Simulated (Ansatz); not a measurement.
`C[SiH2]OC(=N)F`, relaxed with RKS PBE-D4/def2-SVP in Ansatz 0.2.0 from a rough embedded geometry. The force threshold is 0.03 eV/Å; the program also tests the step.

Charge 0, multiplicity 1.

Start:

```xyz
12

C    -0.638   -1.857   -0.956
Si   -0.455   -0.334    0.088
O     0.932    0.546   -0.183
C     1.237    1.754    0.421
N     0.664    2.347    1.337
F     2.460    2.246   -0.015
H     0.254   -2.495   -0.788
H    -1.510   -2.369   -0.735
H    -0.590   -1.566   -2.069
H    -1.648    0.537   -0.161
H    -0.485   -0.713    1.498
H    -0.222    1.905    1.563
```

(1) How much energy does the relaxation release, and in how many steps? (Estimate.)

(2) Which bonds change most? (Best estimate.)

(3) Give the relaxed structure. (Best estimate.)

## Answers

(1) The calculation gave: 10.46 kcal/mol, in 7 steps, 1 of them rejected.

(2) Ansatz gave: C1–H8 from 1.035 to 1.109 Å; Si2–O3 from 1.665 to 1.721 Å; C4–F6 from 1.389 to 1.335 Å; Si2–H11 from 1.460 to 1.504 Å.

(3) The calculation gave: 
```xyz
12

C    -0.545   -1.817   -0.985
Si   -0.579   -0.325    0.135
O     0.868    0.539   -0.208
C     1.243    1.678    0.402
N     0.714    2.369    1.324
F     2.399    2.078   -0.132
H     0.344   -2.444   -0.773
H    -1.453   -2.435   -0.831
H    -0.511   -1.507   -2.048
H    -1.742    0.588   -0.138
H    -0.570   -0.688    1.595
H    -0.170    1.964    1.660
```
